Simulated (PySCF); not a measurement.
## Frontier orbitals and the lowest excitations

Species: C2H6GaN.
Structure used (PBE0-D3(BJ)/def2-SVP), in Å, numbered top down from 1:
```
atom  x, y, z in Å
C1     2.2233   -0.1429   -0.0647
C2     0.7944   -0.0490    0.1446
N3    -0.3427    0.0248    0.3114
Ga4   -2.4551    0.1575    0.6249
H5     2.6545    0.8646   -0.1516
H6     2.4286   -0.7033   -0.9880
H7     2.6908   -0.6628    0.7837
H8    -2.9122   -0.5394   -0.7169
H9    -2.5574    1.7307    0.7228
H10   -2.5242   -0.6801    1.9625
```

Computed with TDDFT PBE0/def2-SVPD, vertical, gas phase, core orbitals frozen in the response (PySCF). Relativistic effects, spin–orbit coupling among them, are left out although an element past zinc is present.

Kohn–Sham orbitals with the atoms that hold most of them (Löwdin shares over 4%, at most four atoms):

```csv
orbital,ε (eV),atoms
HOMO-3,-11.06,"N3 47%, C2 31%, C1 10%, H7 5%"
HOMO-2,-10.22,"Ga4 38%, N3 17%, H8 14%, H10 14%"
HOMO-1,-7.27,"Ga4 40%, H9 28%, H10 25%"
HOMO,-7.26,"Ga4 40%, H8 35%, H10 12%, H9 9%"
LUMO,-0.56,"N3 36%, C2 33%, C1 14%, H6 8%"
LUMO+1,-0.56,"N3 36%, C2 33%, C1 14%, H5 6%"
LUMO+2,-0.23,"C1 34%, C2 24%, H5 10%, H6 10%"
```

Within 0.005 eV of a neighbour in this list lie LUMO/LUMO+1.

Q: The HOMO–LUMO gap is 6.70 eV. Where does the response calculation put the lowest singlet, and from which orbitals?

A: S1 is at 5.61 eV (f = 0.0000), 1.09 eV below the gap, made of HOMO-1/HOMO→LUMO/LUMO+1 (99%). Without the coupling terms of the response equations the lowest excitation would equal the gap.

Next come S2 at 5.66 eV (f 0.0049), HOMO-1/HOMO→LUMO/LUMO+1 (99%); S3 at 5.66 eV (f 0.0050), HOMO-1/HOMO→LUMO/LUMO+1 (99%); S4 at 5.92 eV (f 0.199), HOMO-1/HOMO→LUMO/LUMO+1 (98%); S5 at 6.25 eV (f 0.015), HOMO-1/HOMO→LUMO+2 (≥95%).

Orbitals of the list HOMO-3 to LUMO+2 that lie within 0.01 eV of each other are written together with a slash and their weights summed (≥ marks a lower bound); for degenerate orbitals outside that list single weights are arbitrary.

Löwdin shares depend on the basis, the more so with diffuse functions.

Time: 9.6 s wall; peak memory 0.70 GiB. Hardware: Intel Xeon 6975P-C, one thread, shared host with 192 logical CPUs at a one-minute load of 70.
